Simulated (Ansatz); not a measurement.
Energy needed to pull apart CH4SSe, closed shell, into free ground-state atoms, from the structure below (displaced at random from a GFN2-xTB minimum); no zero-point or spin–orbit terms; open-shell atoms are treated unrestricted, in their ground-state multiplicity.

C1  (-0.571, 0.871, -0.235)
S2  (-0.618, -0.387, 1.170)
Se3  (0.872, -2.088, 0.144)
H4  (-0.750, 0.284, -1.385)
H5  (0.300, 1.503, -0.320)
H6  (-1.475, 1.674, 0.046)
H7  (2.197, -1.421, 0.706)
(Å)

Program: Ansatz 0.2.0. Basis: def2-TZVPP. Cores are frozen in the correlated methods. Filled d shells of the heavier atoms are correlated. The def2 sets are not built for correlating such inner shells, so the correlated values are less sure here.

```json
{"method": "PBE-D4", "atomization energy (eV)": "21.91"}
{"method": "r2SCAN-D4", "atomization energy (eV)": "21.31"}
{"method": "PBE0-D4", "atomization energy (eV)": "21.20"}
{"method": "HSE06-D4", "atomization energy (eV)": "21.22"}
{"method": "CAM-B3LYP-D4", "atomization energy (eV)": "21.02"}
{"method": "wB97M-V", "atomization energy (eV)": "?"}
{"method": "HF", "atomization energy (eV)": "14.02"}
{"method": "MP2", "atomization energy (eV)": "?"}
{"method": "CCSD", "atomization energy (eV)": "20.07"}
{"method": "CCSD(T)", "atomization energy (eV)": "20.54"}
```

Question: What does wB97M-V give? (To be estimated.)

Answer: Computed: 21.12 eV, which is about 0.58 eV more than CCSD(T)/def2-TZVPP.

Question: What does MP2 give? (To be estimated.)

Answer: Computed: 20.52 eV, which is about 0.02 eV less than CCSD(T)/def2-TZVPP.

In triple zeta the MP2 and coupled-cluster atomization energies are still short of their basis limit by a few kcal/mol a bond, whereas those of the functionals are nearly converged, so these differences are not deviations from converged CCSD(T).

The T1 diagnostic stays at or below 0.011. The restricted Hartree–Fock reference is unstable towards an unrestricted one here.

For scale, one of the runs: CCSD(T)/def2-TZVPP forces, 177 basis functions (an equivalent command: `ansatz run in.yaml --threads 4`). Time: 3.4 min of wall clock on 4 CPU threads; the host was shared. Peak host memory: 2.9 GiB.
